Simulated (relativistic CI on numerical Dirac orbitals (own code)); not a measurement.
## Nd4+: 5p photoemission

Computed with this model: Dirac-Coulomb-Breit CI, separate exchange-only KLI orbitals for each configuration, model QED (radiative potential, 1s self-energy scaled to tabulated hydrogen-like ionisation energies), multiplet model of photoemission in the sudden approximation, unscaled Slater integrals; configurations [Xe] 4f2 → [Kr] 4d10 4f2 5s2 5p5; 300 K; Lorentzian 0.6 eV and Gaussian 0.5 eV FWHM. Energies are those of the free ion, without screening or charge transfer. The energies are binding energies and can lie tens of eV above those of solids. S is read from ⟨S²⟩ = S(S + 1).

free ion: ground-state S = 0.98, centroid 68.24 eV. Peaks (eV, height): 65.6 (55), 66.8 (100), 70.9 (54), 71.9 (45).

Strongest unbroadened transitions for free ion:

```
Energy (eV)  Relative strength
      65.37               55.6
      65.70               32.6
      66.10                5.8
      66.57               19.4
      66.64              100.0
      67.18               91.4
      67.24               13.2
      67.50                3.7
      67.64                5.4
      67.78                2.6
      67.99               26.2
      68.39                5.9
      68.93                5.5
      69.90               16.4
      70.90               81.5
      71.87               35.3
      72.07               34.3
      73.00                4.6
```
